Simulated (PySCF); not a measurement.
C5H5NO.
Geometry (GFN2-xTB, Å), atoms numbered from 1 in this order:
```xyz
12
C5H5NO angstrom
C     -0.365    2.246    0.775
C     -0.452    1.085    0.478
C     -0.522   -0.281    0.116
C     -1.615   -1.020    0.319
C      0.684   -0.913   -0.521
N      1.736   -0.078   -0.681
O      0.708   -2.075   -0.861
H     -0.319    3.259    1.046
H     -1.614   -2.056    0.024
H     -2.506   -0.619    0.769
H      2.578   -0.432   -1.101
H      1.689    0.883   -0.390
```

The closed-shell ground state was solved at several levels (PySCF, density fitting, gas phase, non-relativistic).

```csv
level,basis functions,total energy (Eh),HOMO (eV),LUMO (eV),gap (eV),dipole (D)
B3LYP/def2-SVPD,183,-323.2308,-7.31,-1.95,5.36,3.40
PBE0/pcSseg-1,144,-323.0345,-7.50,-1.65,5.85,3.34
```

**Question.** What might B3LYP/pcJ-1 (239 basis functions) give for the same quantities?

**Answer.** Total energy -323.4639 Eh, HOMO -7.22 eV, LUMO -1.82 eV, gap 5.40 eV, dipole 3.35 D.

**Question.** Over all these levels, which gives the widest orbital gap and which the narrowest?

**Answer.** PBE0/pcSseg-1 (global hybrid, 25 % exact exchange) has the widest, 5.85 eV, and B3LYP/def2-SVPD (global hybrid, 20 % exact exchange) the narrowest, 5.36 eV. Functional and basis both differ between the two, so the spread mixes both effects.

**Question.** How far do the dipole and the HOMO energy spread over the levels?

**Answer.** The dipole runs from 3.34 to 3.40 D (mean 3.36 D) and the HOMO from -7.50 to -7.22 eV.

One conformer stands for the species.
